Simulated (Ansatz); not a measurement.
Consider the cleavage of the B–Si bond: `B[Si](C)(C)C` + `B1N[SiH2]1` → `BN1B[SiH2]1` + trimethylsilane.

Gas-phase electronic energies from Ansatz, PBE0-D4/def2-TZVP geometries. CCSD(T)/CBS is the MP2 limit (def2-TZVPP, def2-QZVPP) plus CCSD(T) − MP2 in def2-TZVPP, frozen cores. Functionals use def2-TZVPP.

Q: Is it downhill or uphill in electronic energy at CCSD(T)/CBS, and by how much? (An estimate is asked.)

A: Computed: Downhill: ΔE = -28.7 kcal/mol.

Q: What do these levels give: LDA (SPW92), PBE-D4, revPBE-D4, r2SCAN-D4, PBE0-D4, r2SCANh-D4, revPBE, r2SCANh, BHLYP, LC-ωPBE, MP2/def2-SVP, SCS-MP2/def2-QZVPP? (Best estimate.)

A: The calculation gave: LDA (SPW92) -28.1, PBE-D4 -26.9, revPBE-D4 -26.9, r2SCAN-D4 -28.7, PBE0-D4 -27.7, r2SCANh-D4 -28.9, revPBE -26.9, r2SCANh -29.0, BHLYP -31.5, LC-ωPBE -27.7, MP2/def2-SVP -32.1, SCS-MP2/def2-QZVPP -30.5 kcal/mol.

Q: What do rigid-rotor, harmonic-oscillator terms from PBE0-D4/def2-TZVP frequencies (298.15 K, 1 bar) make of the CCSD(T)/CBS value? (An estimate is asked.)

A: Ansatz gave: ΔZPE = -0.4 kcal/mol, ΔH = -29.4 kcal/mol, ΔS = -18 J/(mol·K), ΔG = -28.1 kcal/mol.

Largest T1 diagnostic among the species: 0.014.

From BLYP to BHLYP (50 % exact exchange), in def2-TZVPP and without D4, ΔE moves by −1.7 kcal/mol. In def2-TZVPP, CCSD(T) changes the Hartree–Fock value by +4.2 kcal/mol (the triples alone add +0.2 kcal/mol) and MP2 by +2.5 kcal/mol. Leaving LDA and LC-ωPBE aside and taking each functional with its dispersion term where it has one, the values, not all of them listed here, spread over 4.2 kcal/mol, from BHLYP-D4 to revPBE-D4. LDA lies −0.9 kcal/mol from PBE without D4.
